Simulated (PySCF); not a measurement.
# One molecule, several mistakes: AlH5NSi cation

All numbers below are calculated, not measured. They come from PySCF 2.14.0, an open-source quantum chemistry program, on an isolated molecule that a program drew, which may never have been made. The molecule is AlH5NSi cation (charge +1, singlet), drawn as the SMILES string `[AlH2][NH][SiH2+]`.

Each row is a Hartree-Fock (HF) and frozen-core CCSD(T) single point in the cc-pV(D+d)Z basis, meant for a local HF minimum. Run 1 is clean. Each other run has one planted mistake out of seven kinds, and not every kind appears here: one electron removed, one electron added, multiplicity raised by two, geometry at a saddle point, minimal basis STO-3G, one bond length entered in bohr, all coordinates scaled. The reference is restricted for singlets and unrestricted otherwise, and also for a bond in bohr. Adding or removing an electron swaps singlet and doublet. Electrons count all cores. HOMO and LUMO are orbital energies over both spins, the gradient is its largest component, and the lowest frequency (negative if imaginary) is given only where the gradient is small. Bond lengths are over the 7 bonds as drawn. T1 is the CCSD diagnostic: over 0.02 (restricted) or 0.045 (unrestricted) a single reference is doubtful.

Geometry of the clean run:
```xyz
8
AlH5NSi cation, angstrom
Al   -0.6411    0.5133   -0.2712
N     0.2694    1.6410    0.9439
Si   -0.0277    1.9608    2.5153
H    -1.8515   -0.1794    0.4263
H    -0.0242    0.4934   -1.6972
H     1.0696    2.1221    0.5514
H    -1.1615    1.3109    3.1618
H     0.8236    2.8802    3.2640
```

```
run  electrons  basis functions  <S^2>  HOMO (eV)  LUMO (eV)  gradient (hartree/bohr)  lowest frequency (cm^-1)  mean bond (Å)  longest bond (Å)      T1  HF (hartree)  CCSD(T) (hartree)             mistake
  1         38               85  0.000     -16.30      -4.26                  2.0e-05                       187         1.5094             1.891  0.0158    -588.00720         -588.37306            no fault
  2         39               85  0.767      -5.70       1.42                  8.6e-02                         -         1.5094             1.891  0.0222    -588.18907         -588.56967  one electron added
  3         38               28  0.000     -14.46      -0.52                  3.8e-02                         -         1.5094             1.891  0.0282    -581.14399         -581.32287                   ?
  4         38               85  2.027      -9.97      -7.81                  7.8e-02                         -         1.5094             1.891  0.0747    -587.79277         -588.16388                   ?
```

**Which mistake was planted in run 3, and what did it cost?**

It has 28 basis functions where the clean run has 85, with the same electrons and geometry. So the mistake is: minimal basis STO-3G. Subtracting run 1 and multiplying by 627.51 kcal/mol a hartree, the energy moved by 4306.7 kcal/mol in HF and 4424.1 kcal/mol in CCSD(T).

**Which mistake was planted in run 4, and what did it cost?**

Electrons, basis and geometry are unchanged, and <S^2> is 2.027, beside S(S+1) = 2.00 for a multiplicity of 3. So the mistake is: multiplicity raised by two. Subtracting run 1 and multiplying by 627.51 kcal/mol a hartree, the energy moved by 134.6 kcal/mol in HF and 131.3 kcal/mol in CCSD(T).

Cautions from the logs. Run 3: T1 is over the limit, so its CCSD(T) energy is less reliable; run 4: T1 is over the limit, so its CCSD(T) energy is less reliable.
